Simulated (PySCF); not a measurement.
# Curvature of the energy in the electron number along the third row, charge +1

Calculated with PySCF 2.14, in aug-pcseg-2, non-relativistic: one orbital is emptied in steps, and each cell gives the departure of E from the straight line at half an electron, in eV (from a cubic fit). The exact functional gives zero.

| species | orbital | LDA | PBE | r2SCAN | PBE0 | BHandHLYP | LC-wPBE | UHF |
| --- | --- | --- | --- | --- | --- | --- | --- | --- |
| Mg⁺ | 3s alpha | -0.80 | -0.85 | -0.66 | -0.62 | -0.47 | -0.04 | 0.00 |
| Al⁺ | 3s beta | -0.99 | -1.00 | -0.81 | -0.73 | -0.55 | -0.09 | 0.05 |
| Si⁺ | 3p alpha | -1.08 | -1.05 | -0.97 | -0.76 | -0.50 | -0.10 | 0.09 |
| P⁺ | 3p alpha | -1.24 | -1.20 | -1.11 | -0.86 | -0.55 | -0.16 | 0.13 |
| S⁺ | 3p alpha | -1.39 | -1.35 | -1.24 | -0.97 | -0.60 | -0.24 | 0.18 |
| Cl⁺ | 3p beta | -1.41 | -1.36 | -1.25 | -0.97 | -0.61 | -0.23 | 0.25 |
| Ar⁺ | 3p beta | -1.57 | -1.51 | -1.39 | -1.06 | -0.64 | -0.32 | 0.30 |

Question: How does the mean departure depend on the functional?

Answer: LDA -1.21 eV; PBE -1.19 eV; r2SCAN -1.06 eV; PBE0 -0.85 eV; BHandHLYP -0.56 eV; LC-wPBE -0.17 eV; UHF 0.14 eV. Semilocal functionals are convex (delocalisation error), Hartree-Fock is concave or straight, and exact exchange removes curvature roughly in proportion to its share, so among the functionals the range-separated hybrids usually come closest to zero.
